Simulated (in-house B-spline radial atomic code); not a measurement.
# Bi7+: [Xe] 4f14 5d8

Computed with a radial B-spline atomic code at the basis-set limit: Dirac-Kohn-Sham relativistic LDA, spherical fractional occupations, Fermi nucleus of rms radius 5.5211 fm.

Screening seen three ways: the hydrogenic charge with the same mean radius, Z_r = [3n² - l(l+1)]/(2<r>), the one with the same energy, Z_e = n√(-2ε), and Slater's rules. Values are occupation-weighted means over j. An effective charge above Z reflects the relativistic contraction of the inner shells.

```csv
shell,electrons,ε (eV),<r> (bohr),Z_r,Z_e,Slater
1s,2,-89883,0.01587,94.50,81.28,82.70
2s,2,-16235,0.06607,90.81,69.09,78.85
2p,6,-14096,0.06011,83.19,64.37,78.85
3s,2,-3994.2,0.1717,78.64,51.40,71.75
3p,6,-3371.2,0.173,72.27,47.22,71.75
3d,10,-2668.9,0.1577,66.57,42.02,61.85
4s,2,-989.97,0.3781,63.47,34.12,55.25
4p,6,-782.54,0.4018,57.25,30.34,55.25
4d,10,-524.48,0.423,49.64,24.84,43.85
5s,2,-250.68,0.8261,45.39,21.46,25.35
4f,14,-248.94,0.4403,40.88,17.11,32.45
5p,6,-190.21,0.9285,39.31,18.69,25.35
5d,8,-116.71,1.139,30.29,14.64,12.55
```

The least bound orbital is 5d5/2 at -115.3 eV, and it is also the most diffuse (<r> = 1.151 bohr).

Spin-orbit splittings of the orbital energies (j = l + 1/2 above j = l - 1/2 when positive): 2p 2287 eV, 3p 512.6 eV, 3d 109.4 eV, 4p 126.7 eV, 4d 23.81 eV, 4f 5.51 eV, 5p 25.55 eV, 5d 3.545 eV.

For the 1s electron the small component carries 9.97 % of the norm, the zero-frequency Breit interaction raises the level by 354.2 eV, self-energy by 231.2 eV, and vacuum polarisation lowers it by 50.02 eV.
